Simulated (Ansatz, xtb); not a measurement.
**C5H9AlO: where a starting geometry ends**

The starting geometry of this gas-phase singlet was built from a drawn formula by distance geometry and a force field; its bonds are those of `C=C[CH2][Al]([CH3])[CH]=O`.

```json
{"atom": "C", "x (Å)": "0.8626", "y (Å)": "-2.8494", "z (Å)": "0.6623"}
{"atom": "C", "x (Å)": "-0.0628", "y (Å)": "-1.9246", "z (Å)": "0.5469"}
{"atom": "C", "x (Å)": "-0.1742", "y (Å)": "-1.0310", "z (Å)": "-0.6632"}
{"atom": "C", "x (Å)": "0.6489", "y (Å)": "2.3303", "z (Å)": "-0.5186"}
{"atom": "C", "x (Å)": "3.0927", "y (Å)": "0.0168", "z (Å)": "-0.5253"}
{"atom": "Al", "x (Å)": "1.2343", "y (Å)": "0.4434", "z (Å)": "-0.5594"}
{"atom": "O", "x (Å)": "3.9476", "y (Å)": "0.8782", "z (Å)": "-0.4893"}
{"atom": "H", "x (Å)": "1.6463", "y (Å)": "-2.9552", "z (Å)": "-0.0942"}
{"atom": "H", "x (Å)": "0.9192", "y (Å)": "-3.4734", "z (Å)": "1.5768"}
{"atom": "H", "x (Å)": "-0.8256", "y (Å)": "-1.7876", "z (Å)": "1.3497"}
{"atom": "H", "x (Å)": "-0.0195", "y (Å)": "-1.6299", "z (Å)": "-1.6077"}
{"atom": "H", "x (Å)": "-1.1861", "y (Å)": "-0.5154", "z (Å)": "-0.6388"}
{"atom": "H", "x (Å)": "-0.4972", "y (Å)": "2.3692", "z (Å)": "-0.4825"}
{"atom": "H", "x (Å)": "0.9984", "y (Å)": "2.9547", "z (Å)": "-1.3621"}
{"atom": "H", "x (Å)": "0.9844", "y (Å)": "2.8185", "z (Å)": "0.4680"}
{"atom": "H", "x (Å)": "3.4710", "y (Å)": "-1.0753", "z (Å)": "-0.5785"}
```

Problem. Predict what becomes of its bonds when it is optimised with r2SCAN-D4/def2-SVP.

Solution. New bonds form, giving a structure given below by its coordinates. Contacts that close: C1–Al6 (3.53 → 2.17 Å), C2–Al6 (2.92 → 2.14 Å).

The energy falls by 0.84 eV over 24 steps:

| step | E − E(last) (eV) |
| --- | --- |
| 1 | 0.839 |
| 4 | 0.416 |
| 6 | 0.374 |
| 9 | 0.264 |
| 11 | 0.154 |
| 14 | 0.036 |
| 16 | 0.012 |
| 19 | 0.001 |
| 21 | 0.000 |
| 24 | 0.000 |

Final geometry (Å):

```yaml
atoms:
  - { symbol: C, position_ang: [0.9114, -1.6910, 1.0000] }
  - { symbol: C, position_ang: [-0.2006, -1.4973, 0.1489] }
  - { symbol: C, position_ang: [-0.0914, -1.3465, -1.2524] }
  - { symbol: C, position_ang: [0.6239, 1.8575, 0.2952] }
  - { symbol: C, position_ang: [2.9687, -0.3992, -1.0957] }
  - { symbol: Al, position_ang: [1.2057, 0.0736, -0.2362] }
  - { symbol: O, position_ang: [3.8039, 0.4459, -1.3438] }
  - { symbol: H, position_ang: [1.7565, -2.2952, 0.6415] }
  - { symbol: H, position_ang: [0.7622, -1.6781, 2.0827] }
  - { symbol: H, position_ang: [-1.1210, -1.1163, 0.6170] }
  - { symbol: H, position_ang: [0.6735, -1.9227, -1.7916] }
  - { symbol: H, position_ang: [-0.9798, -1.0787, -1.8301] }
  - { symbol: H, position_ang: [-0.4035, 1.8679, 0.6959] }
  - { symbol: H, position_ang: [0.6494, 2.5570, -0.5575] }
  - { symbol: H, position_ang: [1.2823, 2.2812, 1.0724] }
  - { symbol: H, position_ang: [3.1988, -1.4886, -1.3623] }
```

From the same start GFN2-xTB ends elsewhere, differing in C1–C5 (1.54 against 3.21 Å here), C1–Al6 (2.84 against 2.17 Å here), C2–Al6 (2.61 against 2.14 Å here), C3–Al6 (2.65 against 2.18 Å here), Al6–O7 (1.68 against 2.85 Å here).

The end wasn't checked by frequencies. Run with Ansatz 0.2.0, 5.3 min on 2 threads of Intel(R) Xeon(R) Processor @ 2.50GHz (Skylake/Cascade Lake), with other jobs on the host.
